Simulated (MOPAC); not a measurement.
Input file for MOPAC: PM3 on AlN, 2S+1 = 3, a point of a bond scan (R = 2.420 Å).

```
PM3 1SCF PRECISE CHARGE=0 UHF MS=1 THREADS=1
AlN

Al    -0.00000000 1    -0.00000000 1    -0.62738212 1
N      0.00000000 1     0.00000000 1     1.79252034 1
```

The log:

```
*******************************************************************************
 **                                                                           **
 **                              MOPAC v23.2.5                                **
 **                                                                           **
 *******************************************************************************
 ** MOPAC's Digital Object Identifier: https://doi.org/10.5281/zenodo.6511958 **
 **                                                                           **
 ** Please cite the open-source release paper for use of this MOPAC version:  **
 ** J. E. Moussa and J. J. P. Stewart (2026)                                  **
 ** MOPAC: An open-source semiempirical molecular orbital program             **
 ** J. Open Source Softw., 11(119), 8025, https://doi.org/10.21105/joss.08025 **
 *******************************************************************************

                              PM3 CALCULATION RESULTS

 *******************************************************************************
 *  PM3        - The PM3 Hamiltonian to be used
 *  UHF        - UNRESTRICTED HARTREE-FOCK CALCULATION
 *
 *
 *
 *                 CHARGE ON SYSTEM = 0
 *
 *
 *
 *  MS=        - IN MECI, MAGNETIC COMPONENT OF SPIN =  1.0
 *  PRECISE    - TIGHTER CRITERIA TO BE USED
 *  1SCF       - DO 1 SCF AND THEN STOP
 *  THREADS=1  - MULTI-THREADING NOT USED
 *  T=         - A TIME OF 172800.0 SECONDS REQUESTED
 *  DUMP=N     - RESTART FILE WRITTEN EVERY 7200.0 SECONDS REQUESTED
 *******************************************************************************
PM3 1SCF PRECISE CHARGE=0 UHF MS=1 THREADS=1
 AlN

   ATOM   CHEMICAL          X               Y               Z
  NUMBER   SYMBOL      (ANGSTROMS)     (ANGSTROMS)     (ANGSTROMS)

     1      Al         -0.00000000  *  -0.00000000  *  -0.62738212  *
     2       N          0.00000000  *   0.00000000  *   1.79252034  *



          CARTESIAN COORDINATES

    NO.       ATOM           X           Y           Z

     1        Al         -0.0000     -0.0000     -0.6274
     2         N          0.0000      0.0000      1.7925

  N: (PM3): J. J. P. STEWART, J. COMP. CHEM. 10, 209 (1989).
 Al: (PM3): J. J. P. STEWART, J. COMP. CHEM. 10, 209 (1989).

           Empirical Formula: N Al  =     2 atoms



      MOLECULAR POINT GROUP   :   C*v


          UHF CALCULATION, NO. OF ALPHA ELECTRONS =    5
                           NO. OF BETA  ELECTRONS =    3

 -------------------------------------------------------------------------------
 PM3 1SCF PRECISE CHARGE=0 UHF MS=1 THREADS=1
 AlN



     1SCF WAS SPECIFIED, SO BFGS WAS NOT USED
     SCF FIELD WAS ACHIEVED


                              PM3 CALCULATION
                                                       MOPAC v23.2.5 Linux




          FINAL HEAT OF FORMATION =        128.20387 KCAL/MOL =     536.40500 KJ/MOL


          COSMO AREA              =         90.56 SQUARE ANGSTROMS
          COSMO VOLUME            =         75.58 CUBIC ANGSTROMS

          IONIZATION POTENTIAL    =          9.740904 EV
          ALPHA SOMO LUMO (EV)    =         -9.785 -4.064
          BETA  SOMO LUMO (EV)    =         -9.741 -4.285
          NO. OF ALPHA ELECTRONS  =          5
          NO. OF BETA  ELECTRONS  =          3
          MOLECULAR WEIGHT        =         40.9882         POINT GROUP:  C*v

          MOLECULAR DIMENSIONS (Angstroms)

            Atom       Atom       Distance
            N     2   Al     1     2.41990
            N     2   Al     1     0.00000
           Al     1    N     2     0.00000


          SCF CALCULATIONS        =          1





   ATOM   CHEMICAL          X               Y               Z
  NUMBER   SYMBOL      (ANGSTROMS)     (ANGSTROMS)     (ANGSTROMS)

     1      Al         -0.00000000  *  -0.00000000  *  -0.62738212  *
     2       N          0.00000000  *   0.00000000  *   1.79252034  *

                             CARTESIAN COORDINATES

   1   Al       -0.000000000    -0.000000000    -0.627382120
   2    N        0.000000000     0.000000000     1.792520340


           Empirical Formula: N Al  =     2 atoms



      MOLECULAR POINT GROUP   :   C*v


          ALPHA EIGENVALUES
 -19.47201 -13.28268 -13.17692 -13.07674  -9.78545  -4.06358  -3.12981   5.47066


           BETA EIGENVALUES
 -16.96066 -10.01575  -9.74090  -4.28490  -1.41678  -0.67182  -0.58802   3.00277


              NET ATOMIC CHARGES AND DIPOLE CONTRIBUTIONS

  ATOM NO.   TYPE          CHARGE      No. of ELECS.   s-Pop       p-Pop
    1         Al          -0.005328        3.0053     0.01113     2.99420
    2          N           0.005328        4.9947     1.94799     3.04668
 DIPOLE           X         Y         Z       TOTAL
 POINT-CHG.     0.000     0.000     0.062     0.062
 HYBRID        -0.000    -0.000    -0.866     0.866
 SUM           -0.000    -0.000    -0.804     0.804


          ATOMIC ORBITAL ELECTRON POPULATIONS

     Atom    s        px        py        pz
    1 Al   0.01113   1.98398   0.01860   0.99163
    2  N   1.94799   1.01602   0.98140   1.04926


                    (SZ)    =    1.000000
                    (S**2)  =    2.564734


          ATOMIC ORBITAL SPIN POPULATIONS

    Atom   Total    s     px     py     pz
         Atomic
    1 Al -0.6719  0.004  0.016  0.019 -0.711
    2  N  2.6719 -0.037  0.984  0.981  0.744

 **********************
 *                    *
 * JOB ENDED NORMALLY *
 *                    *
 **********************




 == MOPAC DONE ==
```

The run finished. Its determinant has ⟨S²⟩ = 2.56, a mixture of spin states.

Cost: about 0.020 core-seconds (a rough figure).
